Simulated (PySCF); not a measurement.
Complete the spectrum of C7H10O

Species: C7H10O.
InChI=1S/C7H10O/c8-5-7-3-1-2-6(7)4-7/h1,3,6,8H,2,4-5H2/t6-,7+/m1/s1

The calculation used TDDFT CAM-B3LYP/def2-SVPD, vertical, gas phase, core orbitals frozen in the response (PySCF). The structure is a single GFN2-xTB conformer in the gas phase; no vibrational or solvent corrections.

Orbital energies (eV): HOMO-3 -10.54, HOMO-2 -9.70, HOMO-1 -9.22, HOMO -8.10, LUMO 1.25, LUMO+1 1.37, LUMO+2 1.67.

Lowest singlets, with some entries withheld (?).

```
state  E (eV)  f  main configurations (H = HOMO, L = LUMO)
   S1    6.48  ?                               H→L+1 (84%)
   S2    6.71  ?        H→L (65%), H→L+2 (14%), H→L+1 (8%)
   S3    7.09  ?       H→L+2 (48%), H-1→L (22%), H→L (11%)
   S4    7.16  ?   H-1→L (36%), H→L+2 (23%), H-1→L+2 (13%)
   S5    7.40  ?                               H→L+3 (77%)
   S6    7.42  ?              H-1→L+1 (66%), H-2→L+1 (16%)
   S7    7.70  ?                  H→L+4 (65%), H→L+6 (18%)
   S8    7.85  ?              H-2→L+1 (50%), H-1→L+1 (19%)
```

Q: Fill in the withheld entries.

A: 
- S1: f = 0.145
- S2: f = 0.020
- S3: f = 0.0056
- S4: f = 0.022
- S5: f = 0.0057
- S6: f = 0.029
- S7: f = 0.013
- S8: f = 0.0085

Q: Which level carries the most intensity, and what share of the listed sum of f?

A: S1, with f = 0.145 of 0.250, 58%.

Q: Where do the lowest triplets lie (Tamm–Dancoff)?

A: T1 4.18 eV, H→L+1 (70%), H→L+2 (9%); T2 6.62 eV, H→L (62%), H→L+2 (14%), H→L+3 (8%); T3 6.82 eV, H-1→L (48%), H-1→L+2 (16%), H-2→L (10%). E(S1) − E(T1) = +2.30 eV.

Q: How far apart are S4 and S8, in eV and cm⁻¹?

A: 7.854 − 7.160 = 0.694 eV, or about 5600 cm⁻¹.
